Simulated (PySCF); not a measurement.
## SbH⁺: one state, many levels of theory

State: ²Π (doublet), unpaired electrons π ↑. Set-up: basis Sb def2-SVPD with ECP28, H def2-SVPD; scalar-relativistic core potentials; PySCF 2.14. De refers to Sb⁺ + H in their high-spin ground configurations, without counterpoise correction. The functionals are run spin-unrestricted. A positive dipole points towards H; it is taken about the centre of mass and depends on that origin.

```json
{"Level": "UHF", "Re (Å)": "1.701", "ωe (cm⁻¹)": "2102", "De (eV)": "1.72", "μ (D)": "0.49"}
{"Level": "UHF-MP2", "Re (Å)": "1.705", "ωe (cm⁻¹)": "2042", "De (eV)": "2.35", "μ (D)": "n/a"}
{"Level": "UHF-SCS-MP2", "Re (Å)": "1.707", "ωe (cm⁻¹)": "2031", "De (eV)": "2.44", "μ (D)": "n/a"}
{"Level": "UHF-CCSD", "Re (Å)": "1.716", "ωe (cm⁻¹)": "1969", "De (eV)": "2.51", "μ (D)": "n/a"}
{"Level": "UHF-CCSD(T)", "Re (Å)": "1.717", "ωe (cm⁻¹)": "1956", "De (eV)": "2.54", "μ (D)": "n/a"}
{"Level": "PBE", "Re (Å)": "1.740", "ωe (cm⁻¹)": "1902", "De (eV)": "2.75", "μ (D)": "0.35"}
{"Level": "BLYP", "Re (Å)": "1.745", "ωe (cm⁻¹)": "1875", "De (eV)": "2.81", "μ (D)": "0.28"}
{"Level": "r²SCAN", "Re (Å)": "1.722", "ωe (cm⁻¹)": "1970", "De (eV)": "2.74", "μ (D)": "0.40"}
{"Level": "r²SCANh", "Re (Å)": "1.718", "ωe (cm⁻¹)": "1991", "De (eV)": "2.71", "μ (D)": "0.42"}
{"Level": "PBE0", "Re (Å)": "1.722", "ωe (cm⁻¹)": "1984", "De (eV)": "2.67", "μ (D)": "0.41"}
{"Level": "M06-2X", "Re (Å)": "1.716", "ωe (cm⁻¹)": "2020", "De (eV)": "2.44", "μ (D)": "0.45"}
{"Level": "LC-ωPBE", "Re (Å)": "1.703", "ωe (cm⁻¹)": "2075", "De (eV)": "2.62", "μ (D)": "0.49"}
```

Which functional lies closest to UHF-CCSD(T) in De, which farthest, and by how much do they differ from it?

Closest is LC-ωPBE (-1.4 pm in Re, +6.1 % in ωe, +0.08 eV in De against UHF-CCSD(T) in the same basis), farthest BLYP (+2.8 pm in Re, -4.1 % in ωe, +0.27 eV in De). CCSD(T) converges more slowly with the basis than the functionals do and binds too weakly in this one, so the order can change at the basis-set limit.

What does a quarter of exact exchange do here, going from PBE to PBE0?

PBE0 less PBE: -1.8 pm in Re, +4.3 % in ωe, -0.08 eV in De. Exact exchange removes part of the self-interaction that spreads semilocal densities, and in most molecules shortens and stiffens the bond and lowers De; so it does here.

What does the step from GGA to meta-GGA do here, going from PBE to r²SCAN?

r²SCAN less PBE: -1.8 pm in Re, +3.6 % in ωe, -0.01 eV in De. 

Correlated steps freeze 4 core orbitals. Correlated levels converge slowly with the basis: in double zeta they bind strong bonds too weakly, by up to about 1 eV, and carry superposition errors of some tenths. These are scalar-relativistic numbers at best; spin–orbit coupling would shift them, the dissociation energy most. For an ion De counts to the pair picked by the measured ionisation energies or electron affinities, which need not be the lowest pair at this level. Counting both spins, an empty level lies below a filled one in some of these solutions, because spin and occupation are held. The state is the lowest determinant that a PBE0 search found; another state may lie lower at other levels.
